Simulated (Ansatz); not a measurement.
**Two structures, one formula**

The two ends of one reaction step of SiH3Cl2OF, closed shell (PBE0-D4/def2-TZVP).

A:

```tsv
atom	x (Å)	y (Å)	z (Å)
Si1	-1.0326	-0.4000	-0.6955
O2	1.8660	0.5899	0.8608
Cl3	0.4145	-1.1190	-1.8996
Cl4	-1.0610	-1.3656	1.0877
H5	-2.3434	-0.5361	-1.3416
H6	1.3492	1.3784	0.6767
F7	-0.7805	1.1436	-0.4239
H8	1.5876	0.3088	1.7355
```

B:

| atom | x (Å) | y (Å) | z (Å) |
| --- | --- | --- | --- |
| Si1 | -0.4134 | -0.8915 | -0.1741 |
| O2 | 0.6153 | 0.2971 | 0.2925 |
| Cl3 | 0.4908 | -2.1074 | -1.5284 |
| Cl4 | -0.9593 | -2.0141 | 1.4296 |
| H5 | -1.5757 | -0.2229 | -0.7652 |
| H6 | 0.3061 | 1.9898 | 0.0875 |
| F7 | 0.0870 | 2.8878 | -0.0489 |
| H8 | 1.4492 | 0.0612 | 0.7069 |

Ansatz 0.2.0; basis: def2-TZVPP; cores frozen in the correlated methods. B3LYP uses VWN-RPA correlation.

Which structure is lower at CCSD(T), and by how much? (An estimate is asked for; the value comes from the calculation.)

The calculation gives: A, by 4.06 kcal/mol (electronic energy, against the other). By their contacts, A is a complex of SiHCl₂F ([F][SiH]([Cl])[Cl]) + H₂O and B is a complex of SiH₂Cl₂O ([OH][SiH]([Cl])[Cl]) + HF.

All methods give the same order:

```csv
method,E(B) − E(A) (kcal/mol)
SPW92,1.34
PBE-D4,3.71
BLYP-D4,4.46
r2SCAN-D4,4.86
B97M-V,6.13
PBE0-D4,3.47
B3LYP-D4,4.23
r2SCAN0-D4,4.24
BHLYP-D4,4.32
CAM-B3LYP-D4,4.08
wB97X-V,4.71
wB97M-V,4.77
B2PLYP,3.95
PBE-QIDH,3.20
RPA on PBE,4.86
HF,5.28
MP2,3.52
CCSD,4.30
CCSD(T),4.06
```

T1 diagnostic: at most 0.010.

Labels in which every atom is bracketed show which atoms are joined, not bond orders.

For scale, one of the runs: CCSD(T)/def2-TZVPP, 230 basis functions, launched by `ansatz run in.yaml --threads 4 --pin off --events-out ev --progress --plain --max-ram 9574MiB`. Hardware: 4 CPU threads of an Intel Xeon, shared host. Wall time 100 s; peak host memory 3.8 GiB.
